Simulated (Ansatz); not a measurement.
Spectroscopic constants of CrH, multiplicity 6 (the spin of the measured ground state). No spin–orbit coupling. Cr is treated without relativity. The T1 diagnostic near the minimum is 0.119, so single-reference values are doubtful.

Constants: fifth-degree fit in 1/R to seven points, most abundant isotopes. In def2 and cc sets the state is the lowest found near the PBE0 minimum, followed along R.

Correlated levels freeze the inner cores; with def2 sets outer-core shells near the valence are correlated too.

Codes used: Ansatz (Gaussian basis) for Hartree–Fock, density functionals and correlated methods. Values without a source in brackets are computed.

Energies at CCSD(T)/def2-TZVPP:

```json
[
 {"R (Å)": "1.545747", "E (hartree)": "-1044.32984912"},
 {"R (Å)": "1.587299", "E (hartree)": "-1044.33123928"},
 {"R (Å)": "1.625527", "E (hartree)": "-1044.33174882"},
 {"R (Å)": "1.668742", "E (hartree)": "-1044.33158207"},
 {"R (Å)": "1.711956", "E (hartree)": "-1044.33075948"},
 {"R (Å)": "1.761819", "E (hartree)": "-1044.32914606"},
 {"R (Å)": "1.819992", "E (hartree)": "-1044.32655155"}
]
```

Problem. With a reduced mass of 0.9886 u, find the minimum, the force constant and the constants.

Solution. A fifth-degree polynomial in 1/R puts the minimum at r_e = 1.6370 Å with force constant 176 N/m. Then ω_e = (1/2πc)√(k/μ) = 1737 cm⁻¹ and B_e = h/(8π²cμr_e²) = 6.363 cm⁻¹; the cubic and quartic terms give α_e = 0.20 and ω_e x_e = 31 cm⁻¹.

Doubts at one or more of the structures used: T1 above 0.05 (CCSD(T)/def2-TZVPP).

Ansatz is a quantum-chemistry and plane-wave program.
